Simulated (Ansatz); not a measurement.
Molecule: methyl-bis(methylsulfanyl)borane, C$_{3}$H$_{9}$BS$_{2}$ (charge 0, singlet). 
Coordinates optimised at B3LYP-D3(BJ)/def2-TZVP (Ansatz, an electronic-structure program):
```xyz
15

C     -1.7216    -1.5657    -0.0358
S     -1.5907     0.1882     0.4412
B      0.0731     0.8242     0.2054
C      0.1939     2.3687     0.5264
S      1.6258     0.0961    -0.3299
C      1.4375    -1.6640    -0.7624
H     -1.0993    -2.1963     0.5920
H     -1.4763    -1.7123    -1.0834
H     -2.7645    -1.8346     0.1211
H     -0.5234     2.6951     1.2818
H     -0.0142     2.9427    -0.3821
H      1.1945     2.6493     0.8604
H      1.1204    -2.2511     0.0942
H      2.4269    -1.9975    -1.0694
H      0.7496    -1.7996    -1.5915
```

Computed values are from Ansatz. Cores are frozen in the correlated levels unless marked. Open shells are spin-unrestricted. No spin-orbit coupling. No relativistic terms. Basis-set limits of correlation are two-point, X^-3; Hartree-Fock from the larger set.

What is the total energy at CCSD(T)/CBS(cc-pV(T+d)Z,cc-pV(Q+d)Z)?

-939.9675 Eh.

What is the T1 diagnostic at CCSD/cc-pV(Q+d)Z?

0.012.

What is the dipole moment at CCSD(T)/aug-cc-pV(D+d)Z?

2.52 D.

What is the atomisation energy De at CCSD(T)/CBS(cc-pV(T+d)Z,cc-pV(Q+d)Z)?

5636.5 kJ/mol.
